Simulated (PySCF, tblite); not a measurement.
A set of runs on `N#[C][GeH2][SiH3]`; the geometry of each is named by its level. Settings lines and outputs come from a driver script.

Species: CH5GeNSi.
Numbering: `[N:1]#[C:2][GeH2:3][SiH3:4]` (hydrogens: H5, H6 on Ge3; H7, H8, H9 on Si4)

Step 1: GFN2-xTB geometry optimisation, gas phase (tblite 0.8.0) (from a force-field or distance-geometry start)
```json
{"job": {"kind": "relax", "xc": "GFN2-xTB", "basis": "xTB"}, "charge": 0, "multiplicity": 1}
```
```
step      E/eV     max force
  0    -304.95704    3.307
  1    -304.74762   10.115
  2    -305.04480    0.580
...
 25    -305.17325    0.014
 26    -305.17328    0.017
 27    -305.17332    0.021
 28    -305.17336    0.017
 29    -305.17337    0.006
```

Energy lowered by 5.0 kcal/mol over 29 steps; largest atomic force 0.006 eV/Å at the end. «max force» is the largest atomic force in eV/Å.

On Intel Xeon Platinum 8259CL at 2.50 GHz, one thread, shared host, this took 0.18 s of wall time.

Step 2: GFN2-xTB harmonic vibrations, gas phase (tblite 0.8.0) (on the GFN2-xTB geometry)
```json
{"job": {"kind": "ir", "xc": "GFN2-xTB", "basis": "xTB"}, "charge": 0, "multiplicity": 1}
```
```
(table of modes left out)
```

21 modes from 18 to 2329 cm⁻¹ (unscaled, harmonic); zero-point energy 28.9 kcal/mol; all wavenumbers are real at this level.

Time: 0.25 s wall. Hardware: an Intel Xeon Platinum 8259CL at 2.50 GHz with one thread, on a shared host.

Step 3: TDDFT PBE0/def2-SVPD, vertical, gas phase, core orbitals frozen in the response (PySCF 2.14.0, density-fitted response routines) (on the GFN2-xTB geometry)
```json
{"job": {"kind": "uv", "xc": "PBE0", "basis": "def2-SVPD", "nstates": 8, "ntriplets": 3}, "charge": 0, "multiplicity": 1}
```
```
...
Static polarisability (au): isotropic 74.416, principal 61.280 72.107 89.860
Singlet excitations
state   eV       nm        f      main configurations
  1   7.1208    174.1   0.00211   H-1->L 0.42, H->L+1 0.33
  2   7.2657    170.6   0.03785   H->L 0.60, H->L+2 0.14, H-1->L+1 0.14
  3   7.3869    167.8   0.00993   H-1->L 0.40, H->L+1 0.37
  4   7.6608    161.8   0.18330   H->L+2 0.68
  5   7.8040    158.9   0.05471   H->L+3 0.62, H->L 0.12, H-1->L+1 0.08
  6   7.8432    158.1   0.01353   H->L+4 0.47, H->L+1 0.18, H-2->L+1 0.10
  7   7.9294    156.4   0.02059   H-1->L+2 0.84
  8   8.0310    154.4   0.11007   H-2->L 0.35, H->L+3 0.25, H-1->L+1 0.18
Triplet excitations (Tamm-Dancoff, eV): 5.9435 6.4187 6.4283
```

HOMO -9.08 eV, LUMO -0.54 eV; lowest singlet 7.12 eV; lowest triplet 5.94 eV (Tamm–Dancoff); mean polarisability 74.4 au.

Time: 13 s of wall time. Hardware: Arm Neoverse V1, one thread, no GPU (shared host).

Geometry of the electronic-property runs (GFN2-xTB):
```
atom  x, y, z in Å
N1     2.8786   -1.1815   -0.3857
C2     2.0241   -0.4342   -0.2287
Ge3    0.5465    0.7551    0.0317
Si4   -1.4845   -0.4194    0.0822
H5     0.9766    1.5010    1.2718
H6     0.7699    1.7577   -1.0745
H7    -1.6632   -1.1185   -1.1894
H8    -2.5818    0.5262    0.2839
H9    -1.4527   -1.3805    1.1835
```

 (This holds for the electronic-property runs.)
